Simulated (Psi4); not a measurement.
Computed with SAPT0/jun-cc-pVDZ, frozen core run with Psi4.

Psi4 input:

```
molecule {
0 1
F 0.46223909 -0.00000000 0.00000000
H -0.46223909 0.00000000 -0.00000000
--
0 1
F -3.10012360 -4.00762108 0.59597669
B -2.70663280 -2.75272077 0.55377045
F -3.55233294 -1.78839330 0.84583607
F -1.46887333 -2.46151436 0.21566764
units angstrom
symmetry c1
no_reorient
no_com
}
set basis jun-cc-pvdz
set scf_type df
set freeze_core true
energy('sapt0')
```

Part of the output:

```
    SAPT Results
  --------------------------------------------------------------------------------------------------------
    Electrostatics                 -0.44467223 [mEh]      -0.27903604 [kcal/mol]      -1.16748679 [kJ/mol]
      Elst10,r                     -0.44467223 [mEh]      -0.27903604 [kcal/mol]      -1.16748679 [kJ/mol]

    Exchange                        0.62978431 [mEh]       0.39519562 [kcal/mol]       1.65349848 [kJ/mol]
      Exch10                        0.62978431 [mEh]       0.39519562 [kcal/mol]       1.65349848 [kJ/mol]
      Exch10(S^2)                   0.62955284 [mEh]       0.39505037 [kcal/mol]       1.65289077 [kJ/mol]

    Induction                      -0.13718518 [mEh]      -0.08608500 [kcal/mol]      -0.36017963 [kJ/mol]
      Ind20,r                      -0.23023303 [mEh]      -0.14447341 [kcal/mol]      -0.60447674 [kJ/mol]
      Exch-Ind20,r                  0.11773892 [mEh]       0.07388229 [kcal/mol]       0.30912350 [kJ/mol]
      delta HF,r (2)               -0.02469107 [mEh]      -0.01549388 [kcal/mol]      -0.06482638 [kJ/mol]

    Dispersion                     -0.32080431 [mEh]      -0.20130774 [kcal/mol]      -0.84227159 [kJ/mol]
      Disp20                       -0.34586991 [mEh]      -0.21703665 [kcal/mol]      -0.90808134 [kJ/mol]
      Exch-Disp20                   0.02506561 [mEh]       0.01572891 [kcal/mol]       0.06580975 [kJ/mol]
      Disp20 (SS)                  -0.17293496 [mEh]      -0.10851832 [kcal/mol]      -0.45404067 [kJ/mol]
      Disp20 (OS)                  -0.17293496 [mEh]      -0.10851832 [kcal/mol]      -0.45404067 [kJ/mol]
      Exch-Disp20 (SS)              0.01370885 [mEh]       0.00860244 [kcal/mol]       0.03599259 [kJ/mol]
      Exch-Disp20 (OS)              0.01135675 [mEh]       0.00712647 [kcal/mol]       0.02981716 [kJ/mol]

  Total HF                          0.04792690 [mEh]       0.03007458 [kcal/mol]       0.12583206 [kJ/mol]
  Total SAPT0                      -0.27287741 [mEh]      -0.17123316 [kcal/mol]      -0.71643953 [kJ/mol]
```
